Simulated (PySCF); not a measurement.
# One molecule, several mistakes: BH5NOSi

These are calculations, not measurements. The program is PySCF 2.14.0, an open-source quantum chemistry code, run on an isolated molecule that a program drew, which may never have been made. The molecule is BH5NOSi (charge 0, doublet), drawn as the SMILES string `NB[SiH]O`.

Each row is a Hartree-Fock (HF) and frozen-core CCSD(T) single point in the cc-pV(D+d)Z basis, meant for a local HF minimum. Run 1 is clean. Each other run has one planted mistake out of seven kinds, and not every kind appears here: one electron removed, one electron added, multiplicity raised by two, geometry at a saddle point, minimal basis STO-3G, one bond length entered in bohr, all coordinates scaled. The reference is restricted for singlets and unrestricted otherwise, and also for a bond in bohr. Adding or removing an electron swaps singlet and doublet. Electrons count all cores. HOMO and LUMO are orbital energies over both spins, the gradient is its largest component, and the lowest frequency (negative if imaginary) is given only where the gradient is small. Bond lengths are over the 8 bonds as drawn. T1 is the CCSD diagnostic: over 0.02 (restricted) or 0.045 (unrestricted) a single reference is doubtful.

Geometry of the clean run:
```xyz
9
BH5NOSi, angstrom
N    -1.3077   -2.2988    0.2415
B    -0.4583   -1.3024   -0.2271
Si   -0.4519    0.5530    0.5853
O     1.0153    1.3001    0.3400
H    -1.9106   -2.1953    1.0313
H    -1.3617   -3.2031   -0.1808
H     0.2289   -1.5473   -1.1825
H    -0.8097    0.6050    2.0353
H     1.1574    2.1466    0.7354
```

| run | electrons | basis functions | <S^2> | HOMO (eV) | LUMO (eV) | gradient (hartree/bohr) | lowest frequency (cm^-1) | mean bond (Å) | longest bond (Å) | T1 | HF (hartree) | CCSD(T) (hartree) | mistake |
|---|---|---|---|---|---|---|---|---|---|---|---|---|---|
| 1 | 39 | 90 | 0.761 | -7.87 | 1.96 | 2.3e-05 | 81 | 1.3401 | 2.026 | 0.0174 | -445.88859 | -446.46844 | no fault |
| 2 | 40 | 90 | 0.000 | 0.28 | 8.74 | 5.5e-02 | - | 1.3401 | 2.026 | 0.0180 | -445.84307 | -446.45355 | one electron added |
| 3 | 39 | 90 | 0.761 | -8.23 | 1.58 | 5.4e-02 | - | 1.4312 | 2.163 | 0.0200 | -445.85364 | -446.44641 | all coordinates scaled |
| 4 | 39 | 90 | 1.566 | -7.64 | 1.62 | 4.3e-02 | - | 1.4948 | 2.628 | 0.0678 | -445.70207 | -446.25799 | ? |
| 5 | 38 | 90 | 0.000 | -16.86 | -6.08 | 7.4e-02 | - | 1.3401 | 2.026 | 0.0219 | -445.63202 | -446.21516 | ? |

**Which mistake was planted in run 4, and what did it cost?**

The mean bond changes by a factor of 1.115 and the longest by 1.297, so the molecule wasn't scaled as a whole. A length L in bohr read as angstrom grows by (1/0.5292 - 1) L = 0.890 L. The 8 bonds together grew by 8 x 0.1547 = 1.238 Å, which gives L = 1.391 Å. That is bond N1-B2, 1.391 Å in the clean geometry. So the mistake is: one bond length entered in bohr. Subtracting run 1 and multiplying by 627.51 kcal/mol a hartree, the energy moved by 117.0 kcal/mol in HF and 132.1 kcal/mol in CCSD(T).

**Which mistake was planted in run 5, and what did it cost?**

It counts 38 electrons, one fewer than the clean run, at the same geometry and basis. So the mistake is: one electron removed. Subtracting run 1 and multiplying by 627.51 kcal/mol a hartree, the energy moved by 161.0 kcal/mol in HF and 158.9 kcal/mol in CCSD(T).

Cautions from the logs. Run 2: the HOMO is above zero, so the electron isn't bound and the energy depends on the basis; run 4: T1 is over the limit, so its CCSD(T) energy is less reliable; run 5: T1 is over the limit, so its CCSD(T) energy is less reliable.
